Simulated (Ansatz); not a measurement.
Geometry optimisation, RKS PBE/def2-SVP in Ansatz.

The input (input.yaml):

```yaml
crystal:
  periodic: [false, false, false]
  atoms:
    - { symbol: Ta, position_ang: [0.0, 0.0, 0.0] }
    - { symbol: F, position_ang: [2.28, 0.0, 0.0] }
    - { symbol: O, position_ang: [0.0, 0.0, 2.02] }
    - { symbol: H, position_ang: [-0.2547, -0.9174, 2.3571] }
    - { symbol: O, position_ang: [0.0, 0.0, -2.02] }
    - { symbol: H, position_ang: [-0.6343, -0.71, -2.3571] }
    - { symbol: O, position_ang: [-1.01, 1.7493, 0.0] }
    - { symbol: H, position_ang: [-1.4859, 1.8638, 0.8834] }
    - { symbol: F, position_ang: [-0.965, -1.6714, 0.0] }
    - { symbol: Si, position_ang: [0.9018, 2.2353, 1.5394] }
    - { symbol: H, position_ang: [1.32, 1.7795, 2.8618] }
    - { symbol: H, position_ang: [2.0309, 2.8684, 0.864] }
    - { symbol: H, position_ang: [-0.1844, 3.2008, 1.6792] }
    - { symbol: H, position_ang: [2.1331, 1.0549, 0.7264] }
basis:
  gaussian: { orbitals: def2-SVP }
hamiltonian:
  xc: pbe
relax:
  f_tol: 0.15
  max_steps: 25
  restrain:
    - { distance: [0, 9], at: 3.76, k: 30.0 }
    - { distance: [13, 1], at: 2.12, k: 30.0 }
    - { distance: [0, 1], at: 1.93, k: 30.0 }
    - { distance: [13, 9], at: 1.46, k: 30.0 }
```

Run as:

```bash
$ ansatz run input.yaml --threads 4 --pin off --max-ram 5120MiB --backend cpu --events-out ev --progress --plain --runs-dir out
```

Where does it end, and by what steps?

The run converged. The restraints hold the end off the free minimum; the threshold counts their pulls, which the force column leaves out. Restrained pairs: Ta1–Si10 (2.86 → 3.77 Å), F2–H14 (1.29 → 2.13 Å), Ta1–F2 (2.28 → 1.92 Å), Si10–H14 (1.89 → 1.48 Å). After 12 steps the energy has fallen by 4.815 eV (the restraints' own energy left out); H12 moved furthest, 1.40 Å.

```tsv
step	energy less start (eV)	largest force component (eV/Å)	accepted
0	0.0000	4.036	yes
1	-0.3023	4.980	yes
2	-0.9427	5.412	yes
3	-2.1619	4.690	yes
4	-3.2892	2.378	yes
5	-3.9783	1.081	yes
6	-4.4316	0.715	yes
7	-4.6181	0.624	yes
8	-4.7320	0.514	yes
9	-4.7680	0.744	yes
10	-4.8013	0.609	yes
11	-4.8043	0.591	yes
12	-4.8146	0.468	yes
```

```xyz
14
Properties=species:S:1:pos:R:3
Ta -0.122 -0.157 -0.241
F 1.783 -0.068 -0.435
O 0.067 -0.204 1.687
H -0.280 -0.766 2.400
O -0.319 -0.670 -2.079
H -0.729 -1.381 -2.599
O -0.983 1.532 -0.380
H -1.029 2.166 0.367
F -1.312 -1.631 0.087
Si 1.423 2.501 1.940
H 1.835 1.879 3.243
H 2.022 3.882 1.830
H -0.075 2.698 1.941
H 1.850 1.672 0.794
```

Time of the run: 36 s on 4 threads of Arm Neoverse V2, with other jobs on the host, peak memory 0.23 GiB.
